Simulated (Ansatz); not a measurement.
A nudged elastic band was laid between two geometries of BF2H2N + H2S (9 atoms, charge 0, multiplicity 1).

Method: RKS PBE/def2-SVP (Ansatz).

```yaml
movable_images: 7
climbing_image: yes
spring: 5.0 eV/Å²
optimiser: quadratic models (default)
start_path: through a guess of the saddle point
force_threshold: 0.05 eV/Å
iteration_limit: 60
end_points: relaxed
```

First end point:

```xyz
9
Properties=species:S:1:pos:R:3
B 0.069 -0.304 0.281
N 0.091 -0.374 1.689
H -0.758 -0.475 2.243
H 0.959 -0.457 2.216
F 1.202 -0.282 -0.429
F -1.096 -0.257 -0.382
S -0.578 3.198 0.894
H -1.607 2.596 0.234
H -0.281 2.029 1.534
```

Last end point:

```xyz
9
Properties=species:S:1:pos:R:3
B -0.073 0.584 0.187
N 0.080 0.160 1.821
H -0.822 0.272 2.305
H 0.400 -0.817 1.929
F 1.202 0.389 -0.301
F -1.020 -0.302 -0.285
S -0.594 2.430 0.172
H -1.930 2.170 0.177
H 0.758 0.788 2.277
```

**Question.** Which bonds break or form, and what moves?

**Answer.** Bonds broken: S7–H9. Bonds formed: B1–S7, N2–H9. BF2H2N + H2S becomes BF2H4NS.

**Question.** What energy profile does the band end with?

**Answer.** It converged. The highest image is number 3 of 0 to 8, 0.68 eV above the first end and 0.87 eV above the last; the last end lies 0.19 eV below the first. A vibrational analysis at the climbing image gives one clearly imaginary mode, 879i cm⁻¹: a first-order saddle point. The orbitals stay closed-shell, which can raise the energy where a bond breaks towards radicals; this wasn't checked here.

```json
{"image": "0", "path coordinate (Å)": "0.00", "energy (eV)": "0.00", "S7–H9 (Å)": "1.37", "B1–S7 (Å)": "3.61", "N2–H9 (Å)": "2.44"}
{"image": "1", "path coordinate (Å)": "0.49", "energy (eV)": "0.03", "S7–H9 (Å)": "1.37", "B1–S7 (Å)": "3.25", "N2–H9 (Å)": "2.26"}
{"image": "2", "path coordinate (Å)": "0.98", "energy (eV)": "0.26", "S7–H9 (Å)": "1.39", "B1–S7 (Å)": "2.76", "N2–H9 (Å)": "1.89"}
{"image": "3", "path coordinate (Å)": "1.48", "energy (eV)": "0.68", "S7–H9 (Å)": "1.57", "B1–S7 (Å)": "2.30", "N2–H9 (Å)": "1.44"}
{"image": "4", "path coordinate (Å)": "2.02", "energy (eV)": "0.04", "S7–H9 (Å)": "2.12", "B1–S7 (Å)": "2.02", "N2–H9 (Å)": "1.07"}
{"image": "5", "path coordinate (Å)": "2.56", "energy (eV)": "-0.16", "S7–H9 (Å)": "2.67", "B1–S7 (Å)": "1.92", "N2–H9 (Å)": "1.03"}
{"image": "6", "path coordinate (Å)": "3.10", "energy (eV)": "-0.17", "S7–H9 (Å)": "2.74", "B1–S7 (Å)": "1.92", "N2–H9 (Å)": "1.03"}
{"image": "7", "path coordinate (Å)": "3.64", "energy (eV)": "-0.18", "S7–H9 (Å)": "2.83", "B1–S7 (Å)": "1.92", "N2–H9 (Å)": "1.03"}
{"image": "8", "path coordinate (Å)": "4.18", "energy (eV)": "-0.19", "S7–H9 (Å)": "2.99", "B1–S7 (Å)": "1.92", "N2–H9 (Å)": "1.03"}
```

**Question.** What is the geometry of the highest image?

**Answer.** 
```xyz
9
Properties=species:S:1:pos:R:3
B -0.025 0.193 0.266
N -0.035 0.072 1.796
H -0.814 -0.474 2.183
H 0.853 -0.254 2.198
F 1.170 -0.019 -0.327
F -1.144 -0.246 -0.356
S -0.236 2.479 0.442
H -1.597 2.427 0.412
H -0.173 1.495 1.667
```

**Question.** What are the harmonic wavenumbers there?

**Answer.** 879i, 167, 203, 225, 347, 401, 480, 513, 536, 549, 755, 849, 886, 1195, 1297, 1368, 1401, 1508, 2625, 3429, 3534 cm⁻¹.

Run time: 2.3 min on 2 threads of Arm Neoverse V1, on a shared host, peak memory 0.13 GiB.
